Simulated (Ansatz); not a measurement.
`[AlH2][O][GaH2]` + `[SiH3][SeH]` → `[AlH2][Se][SiH3]` + `[OH][GaH2]`  (ligand exchange at the Al–O bond)

Program: Ansatz. Geometries: PBE0-D4/def2-TZVP. ΔE: electronic, gas phase. CCSD(T)/CBS adds triple-zeta CCSD(T) − MP2 to the extrapolated MP2 energy (def2 sets, frozen cores). DFT in def2-TZVPP. B3LYP here is the variant with VWN-RPA as its local correlation; programs differ in this. HSE06 is defined as in plane-wave codes. For Ga, Se outer-core shells are correlated without core-valence functions, which leaves a few kJ/mol of doubt a bond. Scalar relativity is left out up to krypton.

```json
{"level": "LDA (SPW92)", "ΔE (kJ/mol)": "13.1", "difference from CCSD(T)/CBS": "-4.8"}
{"level": "PBE-D4", "ΔE (kJ/mol)": "9.5", "difference from CCSD(T)/CBS": "-8.4"}
{"level": "revPBE-D4", "ΔE (kJ/mol)": "9.1", "difference from CCSD(T)/CBS": "-8.8"}
{"level": "BLYP-D4", "ΔE (kJ/mol)": "26.3", "difference from CCSD(T)/CBS": "8.4"}
{"level": "r2SCAN-D4", "ΔE (kJ/mol)": "18.6", "difference from CCSD(T)/CBS": "0.7"}
{"level": "B97M-V", "ΔE (kJ/mol)": "28.3", "difference from CCSD(T)/CBS": "10.4"}
{"level": "PBE0-D4", "ΔE (kJ/mol)": "10.6", "difference from CCSD(T)/CBS": "-7.3"}
{"level": "B3LYP-D4", "ΔE (kJ/mol)": "26.2", "difference from CCSD(T)/CBS": "8.3"}
{"level": "r2SCANh-D4", "ΔE (kJ/mol)": "18.2", "difference from CCSD(T)/CBS": "0.3"}
{"level": "r2SCAN0-D4", "ΔE (kJ/mol)": "17.7", "difference from CCSD(T)/CBS": "-0.2"}
{"level": "HSE06-D4", "ΔE (kJ/mol)": "10.0", "difference from CCSD(T)/CBS": "-7.9"}
{"level": "BHLYP-D4", "ΔE (kJ/mol)": "27.9", "difference from CCSD(T)/CBS": "10.0"}
{"level": "CAM-B3LYP-D4", "ΔE (kJ/mol)": "32.5", "difference from CCSD(T)/CBS": "14.6"}
{"level": "ωB97M-V", "ΔE (kJ/mol)": "21.5", "difference from CCSD(T)/CBS": "3.6"}
{"level": "B2PLYP", "ΔE (kJ/mol)": "28.3", "difference from CCSD(T)/CBS": "10.4"}
{"level": "PBE-QIDH", "ΔE (kJ/mol)": "15.9", "difference from CCSD(T)/CBS": "-2.0"}
{"level": "PBE", "ΔE (kJ/mol)": "11.6", "difference from CCSD(T)/CBS": "-6.3"}
{"level": "revPBE", "ΔE (kJ/mol)": "11.8", "difference from CCSD(T)/CBS": "-6.1"}
{"level": "BLYP", "ΔE (kJ/mol)": "30.4", "difference from CCSD(T)/CBS": "12.5"}
{"level": "r2SCAN", "ΔE (kJ/mol)": "19.0", "difference from CCSD(T)/CBS": "1.1"}
{"level": "PBE0", "ΔE (kJ/mol)": "12.5", "difference from CCSD(T)/CBS": "-5.4"}
{"level": "B3LYP", "ΔE (kJ/mol)": "29.8", "difference from CCSD(T)/CBS": "11.9"}
{"level": "r2SCANh", "ΔE (kJ/mol)": "18.7", "difference from CCSD(T)/CBS": "0.8"}
{"level": "r2SCAN0", "ΔE (kJ/mol)": "18.3", "difference from CCSD(T)/CBS": "0.4"}
{"level": "HSE06", "ΔE (kJ/mol)": "11.9", "difference from CCSD(T)/CBS": "-6.0"}
{"level": "BHLYP", "ΔE (kJ/mol)": "32.0", "difference from CCSD(T)/CBS": "14.1"}
{"level": "CAM-B3LYP", "ΔE (kJ/mol)": "34.6", "difference from CCSD(T)/CBS": "16.7"}
{"level": "LC-ωPBE", "ΔE (kJ/mol)": "20.7", "difference from CCSD(T)/CBS": "2.8"}
{"level": "RPA@PBE/def2-TZVPP", "ΔE (kJ/mol)": "26.6", "difference from CCSD(T)/CBS": "8.7"}
{"level": "HF/def2-SVP", "ΔE (kJ/mol)": "42.0", "difference from CCSD(T)/CBS": "24.1"}
{"level": "MP2/def2-SVP", "ΔE (kJ/mol)": "31.7", "difference from CCSD(T)/CBS": "13.8"}
{"level": "CCSD/def2-SVP", "ΔE (kJ/mol)": "35.4", "difference from CCSD(T)/CBS": "17.5"}
{"level": "CCSD(T)/def2-SVP", "ΔE (kJ/mol)": "33.5", "difference from CCSD(T)/CBS": "15.6"}
{"level": "HF/def2-TZVPP", "ΔE (kJ/mol)": "35.4", "difference from CCSD(T)/CBS": "17.5"}
{"level": "HF/def2-QZVPP", "ΔE (kJ/mol)": "37.3", "difference from CCSD(T)/CBS": "19.4"}
{"level": "MP2/def2-QZVPP", "ΔE (kJ/mol)": "18.6", "difference from CCSD(T)/CBS": "0.7"}
{"level": "SCS-MP2/def2-QZVPP", "ΔE (kJ/mol)": "25.0", "difference from CCSD(T)/CBS": "7.1"}
{"level": "HF/CBS(def2)", "ΔE (kJ/mol)": "37.5", "difference from CCSD(T)/CBS": "19.6"}
{"level": "MP2/CBS(def2)", "ΔE (kJ/mol)": "15.5", "difference from CCSD(T)/CBS": "-2.4"}
{"level": "CCSD/CBS(def2)", "ΔE (kJ/mol)": "20.8", "difference from CCSD(T)/CBS": "2.9"}
{"level": "CCSD(T)/CBS", "ΔE (kJ/mol)": "17.9", "difference from CCSD(T)/CBS": "0"}
```

(1) What do rigid-rotor, harmonic-oscillator terms from PBE0-D4/def2-TZVP frequencies (298.15 K, 1 bar) make of the CCSD(T)/CBS value? (An estimate is asked.)

Largest T1 diagnostic among the species: 0.015.

Results:

(1) Computed: ΔZPE = +8.9 kJ/mol, ΔH = +25.9 kJ/mol, ΔS = -7 J/(mol·K), ΔG = +27.9 kJ/mol.

In def2-TZVPP, CCSD(T) changes the Hartree–Fock value by −11.8 kJ/mol (the triples alone add −2.9 kJ/mol) and MP2 by −14.2 kJ/mol. At CCSD(T), def2-SVP lies +15.6 kJ/mol from the extrapolated value and def2-TZVPP +5.8 kJ/mol. Leaving LDA and LC-ωPBE aside and taking each functional with its dispersion term where it has one, the values spread over 23.4 kJ/mol, from revPBE-D4 to CAM-B3LYP-D4.
